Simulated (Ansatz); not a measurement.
Geometry optimisation of F2GaHS (`[F][Ga]([F])[SH]`).

```yaml
crystal:
  periodic: [false, false, false]
  atoms:
    - {symbol: F, position_ang: [-0.332426, -1.503100, 1.680457]}
    - {symbol: Ga, position_ang: [0.139406, -0.394289, 0.403035]}
    - {symbol: F, position_ang: [1.869661, -0.262618, 0.108523]}
    - {symbol: S, position_ang: [-1.315912, 0.755518, -0.755669]}
    - {symbol: H, position_ang: [-0.310830, 1.330889, -1.477846]}
basis:
  gaussian: {orbitals: def2-TZVP}
hamiltonian: {xc: pbe0, dispersion: d4}
relax: {f_tol: 0.005, max_steps: 150}
```

```sh
$ ansatz run in.yaml --threads 2 --pin off --events-out ev --progress --plain
```

Output, abridged:

```
Functional definition: PBE0
mean field -68653.76909626 eV, -2522.9794790914 hartree, gradient 7.1e-5 eV, S^2 0.000000; 0 other end points of the search recorded, 0 dependent functions left out
relax step   1: F+E_penalty+E_count = -68653.85464933 eV  Δ(F+E_penalty+E_count) = +0.000e0 eV  max|allowed force component| = 6.159e-1 eV/Å  Δτ_max = 0.0000 Å  (26 SCF iters, accepted)
mean field -68653.78663524 eV, -2522.9801236372 hartree, gradient 7.7e-6 eV, S^2 0.000000; 0 other end points of the search recorded, 0 dependent functions left out
relax step   2: F+E_penalty+E_count = -68653.87257150 eV  Δ(F+E_penalty+E_count) = -1.792e-2 eV  max|allowed force component| = 2.570e-1 eV/Å  Δτ_max = 0.0185 Å  (31 SCF iters, accepted)
mean field -68653.78921440 eV, -2522.9802184195 hartree, gradient 7.7e-6 eV, S^2 0.000000; 0 other end points of the search recorded, 0 dependent functions left out
relax step   3: F+E_penalty+E_count = -68653.87540630 eV  Δ(F+E_penalty+E_count) = -2.835e-3 eV  max|allowed force component| = 4.059e-2 eV/Å  Δτ_max = 0.0223 Å  (31 SCF iters, accepted)
mean field -68653.78846733 eV, -2522.9801909652 hartree, gradient 8.4e-6 eV, S^2 0.000000; 0 other end points of the search recorded, 0 dependent functions left out
relax step   4: F+E_penalty+E_count = -68653.87462978 eV  Δ(F+E_penalty+E_count) = +7.765e-4 eV  max|allowed force component| = 1.130e-1 eV/Å  Δτ_max = 0.0223 Å  (30 SCF iters, rejected (line search))
mean field -68653.78982190 eV, -2522.9802407449 hartree, gradient 7.7e-6 eV, S^2 0.000000; 0 other end points of the search recorded, 0 dependent functions left out
relax step   5: F+E_penalty+E_count = -68653.87596515 eV  Δ(F+E_penalty+E_count) = -5.588e-4 eV  max|allowed force component| = 1.362e-2 eV/Å  Δτ_max = 0.0112 Å  (31 SCF iters, accepted)
mean field -68653.78992849 eV, -2522.9802446617 hartree, gradient 7.7e-6 eV, S^2 0.000000; 0 other end points of the search recorded, 0 dependent functions left out
relax step   6: F+E_penalty+E_count = -68653.87603593 eV  Δ(F+E_penalty+E_count) = -7.078e-5 eV  max|allowed force component| = 2.749e-3 eV/Å  Δτ_max = 0.0081 Å  (32 SCF iters, accepted)
mean field -68653.78992849 eV, -2522.9802446617 hartree, gradient 1.2e-5 eV, S^2 0.000000; 1 other end points of the search recorded, 0 dependent functions left out
Total energy: -68653.87606079 eV, -2522.9834099656 hartree
Atom 0 at    -0.326357    -1.486113     1.658571 Å, force    -0.000724     0.001065    -0.000886 eV/Å
Atom 1 at     0.142667    -0.388994     0.397727 Å, force     0.002443    -0.001474     0.002749 eV/Å
Atom 2 at     1.855701    -0.271180     0.121408 Å, force    -0.001959     0.000317    -0.001325 eV/Å
Atom 3 at    -1.298487     0.749174    -0.745620 Å, force    -0.000510    -0.001299    -0.000421 eV/Å
Atom 4 at    -0.323625     1.323513    -1.473585 Å, force     0.000751     0.001391    -0.000116 eV/Å
Dipole moment:    -0.168542     0.297999    -0.318299 e Å
```

It took 18 s on 2 threads of a server CPU on a shared host, with 0.39 GiB of host memory at the peak.
